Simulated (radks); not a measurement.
Species: Nd II. Configuration: [Xe] 4f1.5 5d0.5 6s1 6p2 (fractional occupations, a model configuration).

Method: scalar-relativistic Kohn-Sham, PBEsol, spin-polarised, spherical densities, finite nucleus; open shells are filled with parallel spins first (spin-orbit coupling, left out, can overturn this in heavy ions); Fermi nuclear charge, rms radius 4.9123 fm; computed with a radial shooting solver on a logarithmic mesh with Libxc functionals.

Energy parts (hartree):
total: -9618.8306
kinetic: 10236.1080
electron-nucleus: -23300.4136
Hartree: 3662.7252
exchange-correlation: -217.2501

Orbitals (lengths in bohr, moments of r in powers of bohr; <r^-3> diverges for s and p1/2; r(max) is where P^2 peaks):
orbital,occ.,eigenvalue (hartree),<r>,r(max),<r^-3>
1s up,1,-1595.263,0.02364,0.01510,-
1s down,1,-1595.262,0.02364,0.01510,-
2s up,1,-259.0580,0.1010,0.08554,-
2s down,1,-259.0559,0.1010,0.08554,-
2p up,3,-231.7499,0.08883,0.06894,9009
2p down,3,-231.7479,0.08882,0.06894,9009
3s up,1,-57.24213,0.2665,0.2439,-
3s down,1,-57.22065,0.2665,0.2439,-
3p up,3,-48.62933,0.2647,0.2389,1832
3p down,3,-48.60785,0.2646,0.2389,1833
3d up,5,-36.66017,0.2419,0.1962,250.1
3d down,5,-36.64288,0.2418,0.1961,250.2
4s up,1,-12.36285,0.6042,0.5640,-
4s down,1,-12.30928,0.6042,0.5639,-
4p up,3,-9.52160,0.6383,0.5880,407.1
4p down,3,-9.46804,0.6382,0.5880,407.0
4d up,5,-5.47577,0.6952,0.6144,46.53
4d down,5,-5.42193,0.6952,0.6142,46.51
4f up,1.5,-1.13003,0.8823,0.6305,6.331
4f down,0,-1.07710,0.8849,0.6306,6.315
5s up,1,-2.29400,1.391,1.275,-
5s down,1,-2.25199,1.393,1.278,-
5p up,3,-1.53521,1.580,1.417,67.88
5p down,3,-1.49577,1.579,1.421,67.52
5d up,0.5,-0.58677,2.195,1.815,4.737
5d down,0,-0.53976,2.143,1.803,4.944
6s up,1,-0.48243,3.363,3.080,-
6s down,0,-0.40319,3.278,3.027,-
6p up,2,-0.32211,3.995,3.642,9.723

The highest occupied level is 6p up at -8.765 eV. The configuration is held as typed, so some empty levels lie below it. The electron density at the nucleus is 4.718e+05 e/bohr^3 (large components only). Summed over all electrons, <r^2> = 84.22 bohr^2, which gives a Langevin (diamagnetic) susceptibility term of -66.7 x 10^-6 cm^3/mol. The spin density at the nucleus is 36.19 e/bohr^3 (1s 0.00, 2s -0.18, 3s -2.86, 4s 0.29, 5s 1.91, 6s 37.03).
